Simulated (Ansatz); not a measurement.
Steps of a relaxation of CH7NSeSi (`C[Se][SiH2]N`) with RKS PBE-D4/def2-SVP.

```sh
$ ansatz run in.yaml --threads 4 --pin off --events-out ev --progress --plain --max-ram 10444MiB
```

```yaml
crystal:
  periodic: [false, false, false]
  atoms:
    - {symbol: C, position_ang: [-0.614800, 1.642900, -0.168000]}
    - {symbol: Se, position_ang: [-1.658600, 0.152000, 0.495400]}
    - {symbol: Si, position_ang: [0.220900, -1.062700, 0.794900]}
    - {symbol: N, position_ang: [0.992100, -1.563100, -0.776300]}
    - {symbol: H, position_ang: [-0.137000, 1.409500, -1.136700]}
    - {symbol: H, position_ang: [-1.372900, 2.530200, -0.390700]}
    - {symbol: H, position_ang: [0.100600, 2.029800, 0.580800]}
    - {symbol: H, position_ang: [-0.026300, -2.241100, 1.598800]}
    - {symbol: H, position_ang: [1.254300, -0.238100, 1.567900]}
    - {symbol: H, position_ang: [0.134900, -2.011900, -1.279100]}
    - {symbol: H, position_ang: [1.172200, -0.704500, -1.266500]}
basis:
  gaussian: {orbitals: def2-SVP}
hamiltonian: {xc: pbe, dispersion: d4}
relax: {f_tol: 0.03, max_steps: 200}
```

Positions (Å) and forces (eV/Å) along the path, 11 of 13 steps:

```xyz
11
step=1 energy=-75839.5939 eV
C    -0.615    1.643   -0.168   -1.413    2.353   -0.746
Se   -1.659    0.152    0.495   -0.684   -0.146    0.349
Si    0.221   -1.063    0.795    1.626    0.281   -0.680
N     0.992   -1.563   -0.776   -2.432   -1.421    0.878
H    -0.137    1.409   -1.137    0.189   -0.043    0.053
H    -1.373    2.530   -0.391    1.235   -1.532    0.390
H     0.101    2.030    0.581    0.127   -0.142   -0.026
H    -0.026   -2.241    1.599   -0.417   -0.885    0.437
H     1.254   -0.238    1.568   -0.282   -0.064   -0.300
H     0.135   -2.012   -1.279    1.720    0.730    0.503
H     1.172   -0.705   -1.266    0.331    0.870   -0.858
11
step=2 energy=-75839.9196 eV
C    -0.684    1.759   -0.161   -0.326    0.738   -0.209
Se   -1.634    0.202    0.571   -0.207   -0.096    0.087
Si    0.256   -1.097    0.790    0.552    0.038   -0.579
N     1.013   -1.675   -0.743   -1.238    0.233    0.183
H    -0.217    1.517   -1.134    0.065   -0.032    0.021
H    -1.427    2.591   -0.341    0.353   -0.598    0.181
H     0.076    2.124    0.557    0.017   -0.036   -0.044
H    -0.131   -2.296    1.585   -0.102   -0.113    0.106
H     1.277   -0.233    1.502   -0.030   -0.174   -0.102
H     0.233   -2.099   -1.313    0.763    0.176    0.366
H     1.304   -0.850   -1.292    0.153   -0.136   -0.011
11
step=3 energy=-75839.9705 eV
C    -0.713    1.796   -0.144    0.170   -0.170    0.021
Se   -1.668    0.229    0.603    0.410   -0.011   -0.047
Si    0.259   -1.049    0.755   -0.107   -0.543   -0.044
N     1.005   -1.706   -0.719   -0.130    0.996   -0.307
H    -0.252    1.556   -1.122   -0.044   -0.023    0.014
H    -1.470    2.573   -0.284   -0.219    0.348   -0.080
H     0.064    2.154    0.559   -0.065   -0.019    0.000
H    -0.229   -2.228    1.568    0.144    0.110   -0.058
H     1.351   -0.275    1.446   -0.075    0.046   -0.015
H     0.304   -2.158   -1.322    0.040   -0.179    0.036
H     1.415   -0.949   -1.318   -0.125   -0.555    0.479
11
step=4 energy=-75840.0232 eV
C    -0.722    1.835   -0.126    0.038    0.043   -0.023
Se   -1.646    0.276    0.655   -0.074   -0.047    0.043
Si    0.224   -1.065    0.754    0.281   -0.181   -0.429
N     0.929   -1.649   -0.749   -0.111    0.073    0.510
H    -0.235    1.567   -1.082   -0.008   -0.019   -0.009
H    -1.492    2.605   -0.316   -0.004    0.013    0.005
H     0.028    2.229    0.585    0.004    0.024   -0.005
H    -0.211   -2.259    1.558   -0.012    0.033   -0.014
H     1.332   -0.285    1.409   -0.030    0.022    0.036
H     0.398   -2.301   -1.326   -0.135   -0.071   -0.096
H     1.460   -1.009   -1.341    0.052    0.108   -0.019
11
step=5 energy=-75840.0339 eV
C    -0.724    1.818   -0.142   -0.015    0.057   -0.005
Se   -1.624    0.283    0.716   -0.010   -0.036   -0.028
Si    0.239   -1.075    0.762    0.061   -0.080   -0.061
N     0.928   -1.642   -0.742   -0.069    0.055    0.098
H    -0.255    1.512   -1.096   -0.004   -0.009    0.002
H    -1.503    2.575   -0.348    0.013   -0.009   -0.003
H     0.035    2.248    0.538    0.011    0.003   -0.009
H    -0.222   -2.269    1.546   -0.019   -0.005    0.027
H     1.349   -0.327    1.445    0.034    0.005    0.004
H     0.328   -2.179   -1.375   -0.024   -0.024   -0.027
H     1.513   -1.001   -1.284    0.021    0.044    0.002
11
step=7 energy=-75840.0382 eV
C    -0.721    1.795   -0.164    0.009    0.003    0.008
Se   -1.604    0.287    0.764   -0.007   -0.002    0.001
Si    0.246   -1.092    0.789   -0.003    0.013    0.024
N     0.902   -1.597   -0.745   -0.009   -0.001   -0.018
H    -0.265    1.449   -1.110    0.002   -0.010   -0.005
H    -1.506    2.540   -0.390   -0.002    0.000   -0.001
H     0.047    2.255    0.486   -0.005   -0.002   -0.005
H    -0.235   -2.289    1.559    0.003    0.002   -0.005
H     1.384   -0.390    1.480    0.004   -0.004    0.007
H     0.284   -2.060   -1.418    0.003    0.000   -0.006
H     1.534   -0.956   -1.231    0.005   -0.001    0.000
11
step=8 energy=-75840.0390 eV
C    -0.718    1.775   -0.173   -0.046    0.056   -0.015
Se   -1.597    0.298    0.808    0.021    0.012   -0.015
Si    0.244   -1.091    0.802    0.001   -0.004    0.014
N     0.879   -1.561   -0.752    0.032    0.039   -0.003
H    -0.263    1.394   -1.107   -0.003    0.002    0.027
H    -1.505    2.513   -0.425    0.049   -0.050    0.014
H     0.050    2.260    0.460   -0.014   -0.015   -0.021
H    -0.240   -2.295    1.558   -0.002   -0.015    0.002
H     1.399   -0.422    1.498   -0.012   -0.006   -0.014
H     0.261   -1.991   -1.446    0.021    0.030    0.014
H     1.555   -0.937   -1.202   -0.047   -0.049   -0.003
11
step=10 energy=-75840.0396 eV
C    -0.715    1.758   -0.183   -0.013    0.012   -0.006
Se   -1.585    0.306    0.843    0.035    0.013   -0.011
Si    0.247   -1.094    0.817    0.003   -0.049   -0.016
N     0.866   -1.535   -0.754   -0.040    0.023    0.062
H    -0.248    1.345   -1.097   -0.008    0.006    0.018
H    -1.507    2.476   -0.468    0.017   -0.010    0.000
H     0.045    2.272    0.437   -0.012   -0.004   -0.008
H    -0.247   -2.306    1.556    0.015    0.006   -0.007
H     1.421   -0.458    1.515   -0.028   -0.003   -0.007
H     0.230   -1.908   -1.465    0.011    0.008    0.013
H     1.558   -0.914   -1.180    0.019   -0.001   -0.037
11
step=11 energy=-75840.0400 eV
C    -0.715    1.764   -0.180   -0.004    0.007    0.001
Se   -1.581    0.308    0.843    0.007    0.008   -0.008
Si    0.247   -1.097    0.814    0.006   -0.014    0.002
N     0.866   -1.539   -0.755    0.022    0.045    0.048
H    -0.239    1.352   -1.090   -0.004    0.002    0.006
H    -1.510    2.475   -0.473    0.010   -0.010    0.001
H     0.036    2.285    0.443   -0.007   -0.003   -0.005
H    -0.245   -2.308    1.555    0.005   -0.001   -0.005
H     1.418   -0.457    1.512   -0.008   -0.004   -0.004
H     0.232   -1.921   -1.461   -0.020   -0.011   -0.024
H     1.557   -0.921   -1.188   -0.007   -0.019   -0.012
11
step=12 energy=-75840.0402 eV
C    -0.714    1.763   -0.180   -0.001    0.008    0.001
Se   -1.576    0.311    0.851   -0.002    0.004   -0.003
Si    0.248   -1.098    0.817    0.004   -0.004    0.000
N     0.860   -1.532   -0.757    0.034    0.041    0.021
H    -0.226    1.343   -1.081   -0.004    0.003    0.007
H    -1.512    2.463   -0.490    0.010   -0.011    0.002
H     0.027    2.298    0.443   -0.008   -0.006   -0.008
H    -0.244   -2.312    1.554   -0.002   -0.002   -0.002
H     1.422   -0.466    1.516    0.000   -0.002   -0.001
H     0.223   -1.908   -1.464   -0.016   -0.008   -0.018
H     1.556   -0.919   -1.189   -0.016   -0.024    0.000
11
step=13 energy=-75840.0404 eV
C    -0.712    1.758   -0.182    0.003    0.017   -0.008
Se   -1.569    0.317    0.868   -0.003    0.002    0.000
Si    0.251   -1.099    0.822   -0.004    0.000   -0.002
N     0.851   -1.520   -0.759    0.027    0.029   -0.013
H    -0.206    1.325   -1.066   -0.009    0.010    0.017
H    -1.515    2.441   -0.518    0.021   -0.018    0.009
H     0.014    2.317    0.440   -0.015   -0.013   -0.017
H    -0.244   -2.316    1.550   -0.003   -0.002    0.002
H     1.430   -0.481    1.522    0.006    0.001    0.001
H     0.208   -1.882   -1.469   -0.003   -0.003   -0.001
H     1.558   -0.917   -1.188   -0.019   -0.024    0.012
```

It took 15 s on 4 threads of an Arm Neoverse V2 on a shared host, with 0.17 GiB of host memory at the peak.
